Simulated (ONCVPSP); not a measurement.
# Ranking ONCV potentials for helium (He)

All share these settings but for the change named:

| Property | Result |
| --- | --- |
| Element | He |
| Generator | ONCVPSP 4.0.1 |
| Type | optimised norm-conserving Vanderbilt (ONCV) |
| Functional | PBEsol |
| Relativity | non-relativistic |
| Frozen core | none |
| Valence charge | 2 |
| Reference configuration | 1s2 |
| Partial waves | 1s: rc 0.70 bohr, ncon 4, nbas 8, qcut 8.9 1/bohr, 2 projectors, debl 1.9 Ha; p scattering state at 0.05 Ha: rc 0.70 bohr, ncon 4, nbas 8, qcut 11.4 1/bohr, 2 projectors, debl 3.1 Ha |
| Local potential | polynomial inside 0.45 bohr (lpopt 3, dvloc0 2 Ha) |
| Core correction | none |

Test errors are all-electron minus pseudo excitation energies from the reference, over 1s1; 1s1.5. None of these files shows a bound ghost.

The base gives 29.1 meV.

Of 6 variants that were run, those that failed, showed a ghost or another fault, or gave nearly equal values are left out.

(1) Rank these variants by their largest absolute test error, smallest first.
A. all radii scaled by about 1.26 (s 0.88, p 0.88 bohr); local potential polynomial inside 0.56 bohr (lpopt 3, dvloc0 2 Ha)
B. all radii scaled by about 0.89 (s 0.62, p 0.62 bohr); local potential polynomial inside 0.40 bohr (lpopt 3, dvloc0 2 Ha)
C. all radii scaled by about 0.80 (s 0.56, p 0.56 bohr); local potential polynomial inside 0.36 bohr (lpopt 3, dvloc0 2 Ha)
D. all radii scaled by about 1.06 (s 0.74, p 0.74 bohr); local potential polynomial inside 0.48 bohr (lpopt 3, dvloc0 2 Ha)

Results:

(1) C (13.7 meV), B (19.7 meV), D (34.8 meV), A (56.6 meV).
